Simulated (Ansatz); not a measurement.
`[Cl][SnH]([Cl])[Cl]` + CH₃SH → `C[S][SnH]([Cl])[Cl]` + HCl  (ligand exchange at the Sn–Cl bond)

Computed with Ansatz on PBE0-D4/def2-TZVP structures; ΔE is electronic, products minus reactants. CCSD(T)/CBS adds triple-zeta CCSD(T) − MP2 to the extrapolated MP2 energy (def2 sets, frozen cores). This one scheme is used for every species. Functionals use def2-TZVPP. def2 core potentials past Kr. For Sn outer-core shells are correlated without core-valence functions, which leaves a few kJ/mol of doubt a bond. One conformer a species, not always the lowest.

`[Cl][SnH]([Cl])[Cl]`:

Cartesian coordinates in Å:
```
Cl 1.549 1.363 0.882
Sn -0.078 0.084 -0.121
Cl -1.545 -0.576 1.523
Cl 0.941 -1.810 -0.936
H -0.868 0.939 -1.348
```

CH₃SH:

Z-matrix (Å, degrees):
```
C
S 1 1.806
H 1 1.089 2 111.5
H 1 1.089 2 111.5 3 -123.8
H 1 1.090 2 106.2 3 118.1
H 2 1.342 1 97.1 3 61.9
```

`C[S][SnH]([Cl])[Cl]`:

Cartesian coordinates in Å:
```
C -0.852 -1.363 0.217
S 0.392 -1.025 -1.066
Sn 0.960 1.183 -0.451
Cl 1.652 1.181 1.765
Cl -0.977 2.465 -0.424
H -1.695 -0.677 0.136
H -1.200 -2.379 0.032
H -0.413 -1.311 1.212
H 2.133 1.928 -1.422
```

HCl:

Cartesian coordinates in Å:
```
Cl 0.178 -0.567 0.237
H -0.178 0.567 -0.237
```

```
             level  ΔE (kJ/mol)
RPA@PBE/def2-TZVPP         16.3
     CCSD/def2-SVP         21.3
```

**Question.** What does CCSD(T)/CBS give? (Best estimate.)

**Answer.** The calculation gave: +14.5 kJ/mol. The listed levels differ from it by 1.8, 6.8 kJ/mol.

Largest T1 diagnostic among the species: 0.011.

At CCSD(T), def2-SVP lies +4.4 kJ/mol from the extrapolated value and def2-TZVPP +0.8 kJ/mol. Leaving LDA and LC-ωPBE aside and taking each functional with its dispersion term where it has one, the values, not all of them listed here, spread over 11.5 kJ/mol, from revPBE-D4 to B97M-V. LDA lies −7.8 kJ/mol from PBE without D4. From BLYP to BHLYP (50 % exact exchange), in def2-TZVPP and without D4, ΔE moves by +3.7 kJ/mol.
